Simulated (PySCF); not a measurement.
Au (gold, neutral) across methods

[Xe] 4f14 5d9 6s2, 2D determinant (an excited configuration). Computed with PySCF 2.14 in x2c-TZVPPall with one added diffuse shell each of s, p, d, f type (12s8p8d4f1g, 113 functions), with the spin-free X2C one-electron Hamiltonian (Gaussian nucleus). The B2PLYP total includes its PT2 part (frozen core); its orbital energies are those of the SCF part.

```json
{"method": "PBE", "E (hartree)": "-19014.50", "mean ε 5d β (eV)": "-8.703", "mean ε 6s α (eV)": "-6.770", "mean ε 6s β (eV)": "-6.520", "Σ⟨r²⟩ (bohr²)": "62.78", "⟨S²⟩": "0.751"}
{"method": "M06-L", "E (hartree)": "-19013.85", "mean ε 5d β (eV)": "-8.645", "mean ε 6s α (eV)": "-6.514", "mean ε 6s β (eV)": "-6.258", "Σ⟨r²⟩ (bohr²)": "62.23", "⟨S²⟩": "0.752"}
{"method": "B2PLYP", "E (hartree)": "-19013.15", "mean ε 5d β (eV)": "-11.963", "mean ε 6s α (eV)": "-8.069", "mean ε 6s β (eV)": "-7.750", "Σ⟨r²⟩ (bohr²)": "63.08", "⟨S²⟩": "0.752"}
{"method": "PBE0", "E (hartree)": "-19014.25", "mean ε 5d β (eV)": "-10.409", "mean ε 6s α (eV)": "-7.517", "mean ε 6s β (eV)": "-7.220", "Σ⟨r²⟩ (bohr²)": "62.60", "⟨S²⟩": "0.751"}
{"method": "r2SCANh", "E (hartree)": "-19014.43", "mean ε 5d β (eV)": "-9.671", "mean ε 6s α (eV)": "-7.290", "mean ε 6s β (eV)": "-7.003", "Σ⟨r²⟩ (bohr²)": "62.24", "⟨S²⟩": "0.752"}
{"method": "UHF", "E (hartree)": "-19008.71982", "mean ε 5d β (eV)": "-14.698", "mean ε 6s α (eV)": "-8.891", "mean ε 6s β (eV)": "-8.412", "Σ⟨r²⟩ (bohr²)": "63.66", "⟨S²⟩": "0.753"}
{"method": "r2SCAN", "E (hartree)": "-19014.53", "mean ε 5d β (eV)": "-9.022", "mean ε 6s α (eV)": "-6.994", "mean ε 6s β (eV)": "-6.723", "Σ⟨r²⟩ (bohr²)": "62.24", "⟨S²⟩": "0.752"}
```

(1) Estimate the same row for LDA.

Spin-orbit coupling, absent here, splits the open shell strongly.

Results:

(1) E (hartree) = -19002.83; mean ε 5d β (eV) = -8.899; mean ε 6s α (eV) = -7.050; mean ε 6s β (eV) = -6.823; Σ⟨r²⟩ (bohr²) = 62.52; ⟨S²⟩ = 0.751.
